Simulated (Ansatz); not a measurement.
`C[O][GeH3]` + HBr → `[GeH3][Br]` + CH₃OH at 400 K and 1 bar (ligand exchange at a Ge–O bond).

Program: Ansatz. Geometries: PBE0-D4/def2-TZVP. ΔE: electronic, gas phase. CCSD(T)/CBS is the MP2 limit (def2-TZVPP, def2-QZVPP) plus CCSD(T) − MP2 in def2-TZVPP, frozen cores. This one scheme is used for every species. For Br, Ge outer-core shells are correlated without core-valence functions, which leaves a few kJ/mol of doubt a bond. Scalar relativity is left out up to krypton.

| species | CCSD(T)/CBS energy (Eh) | H − E (kJ/mol) | S (J/(mol·K)) |
| --- | --- | --- | --- |
| `C[O][GeH3]` | -2192.93708 | 196.5 | 334.6 |
| HBr | -2573.91920 | 27.6 | 207.2 |
| `[GeH3][Br]` | -4651.26096 | 81.9 | 293.4 |
| CH₃OH | -115.61712 | 151.2 | 252.6 |

H − E and S are ideal-gas, rigid-rotor, harmonic terms from PBE0-D4/def2-TZVP. 1 Eh = 2625.50 kJ/mol, R = 8.31446 J/(mol·K).

Question: By hand: ΔE, ΔH, ΔS and ΔG.

Answer: ΔE = (-4651.26096) + (-115.61712) − (-2192.93708) − (-2573.91920) = -0.02180 Eh = -57.2 kJ/mol. Δ(H − E) = 81.9 + 151.2 − 196.5 − 27.6 = 9.0, so ΔH = -48.2 kJ/mol. ΔS = 293.4 + 252.6 − 334.6 − 207.2 = 4.2 J/(mol·K). ΔG = -48.2 − 400 × (4.2)/1000 = -49.9 kJ/mol.

Question: By hand: the equilibrium constant, and the temperature at which ΔG would vanish if ΔH and ΔS stayed fixed.

Answer: log₁₀ K = −ΔG/(RT ln 10) = 6.5. ΔH and −TΔS have one sign here, so there is no such temperature.

The number of gas molecules stays the same, so ΔS is small and ΔH decides. A doubt of 5 kJ/mol in ΔE shifts log₁₀ K by 0.7 here. These are equilibria of isolated gas molecules and say nothing of rates. Largest T1 diagnostic: 0.011 (customary marks: 0.02 for closed shells, 0.045 for open ones).

ΔS is within the doubt of such terms, so its sign, and with it that verdict, could turn.
